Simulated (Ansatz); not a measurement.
Isolated molecules relaxed with PBE0-D4/def2-TZVP in Ansatz; ΔE leaves out vibrations. CBS: MP2 limit from def2 TZ/QZ plus the TZ coupled-cluster correction, frozen cores. This one scheme is used for every species. Functionals use def2-TZVPP. B3LYP here is the variant with VWN-RPA as its local correlation; programs differ in this. For Br outer-core shells are correlated without core-valence functions, which leaves a few kJ/mol of doubt a bond. Scalar relativity is left out up to krypton. One conformer a species, not always the lowest.

`BOC[SiH2]Br` + `[NH2][AlH2]` → `[AlH2][NH][SiH2]Br` + `BOC`  (ligand exchange at the Si–C bond)

`BOC[SiH2]Br`:

```xyz
11

B    -0.840   -1.236   -1.382
O     0.139   -1.124   -0.469
C    -0.045   -0.412    0.743
Si    0.898    1.221    0.699
Br    0.081    2.451   -0.957
H    -1.930   -0.785   -1.156
H    -0.564   -1.814   -2.392
H     0.341   -1.026    1.565
H    -1.108   -0.225    0.933
H     2.339    1.003    0.442
H     0.690    1.947    1.976
```

`[NH2][AlH2]`:

Z-matrix (Å, degrees):
```
N
Al 1 1.766
H 1 1.007 2 124.9
H 1 1.007 2 124.9 3 180.0
H 2 1.583 1 117.9 3 -180.0
H 2 1.583 1 117.9 3 0.0
```

`[AlH2][NH][SiH2]Br`:

```xyz
9

Al    1.118    1.375   -0.410
N     0.473   -0.052    0.459
Si   -1.033   -0.831    0.248
Br   -0.850   -2.737   -0.908
H     0.169    2.075   -1.459
H     2.584    1.841   -0.046
H     1.098   -0.509    1.110
H    -1.645   -1.224    1.538
H    -1.914    0.063   -0.533
```

`BOC`:

Z-matrix (Å, degrees):
```
C
O 1 1.413
H 1 1.092 2 108.8
H 1 1.092 2 108.9 3 118.3
H 1 1.094 2 111.3 3 -120.8
B 2 1.339 1 122.3 3 121.0
H 6 1.196 2 116.9 1 180.0
H 6 1.204 2 120.2 1 0.0
```

Question: Is it downhill or uphill in electronic energy at CCSD(T)/CBS, and by how much? (Best estimate.)

Answer: The calculation gave: Downhill: ΔE = -81.9 kJ/mol.

Question: What do these levels give: PBE-D4, r2SCAN, B3LYP, HF/def2-TZVPP, MP2/CBS(def2), CCSD/CBS(def2)? (Best estimate.)

Answer: The calculation gave: PBE-D4 -72.9, r2SCAN -80.7, B3LYP -82.7, HF/def2-TZVPP -95.1, MP2/CBS(def2) -84.5, CCSD/CBS(def2) -83.1 kJ/mol.

Largest T1 diagnostic among the species: 0.014.

In def2-TZVPP, CCSD(T) changes the Hartree–Fock value by +12.2 kJ/mol (the triples alone add +1.2 kJ/mol) and MP2 by +9.5 kJ/mol. From PBE to PBE0 (25 % exact exchange), in def2-TZVPP and without D4, ΔE moves by −4.7 kJ/mol.
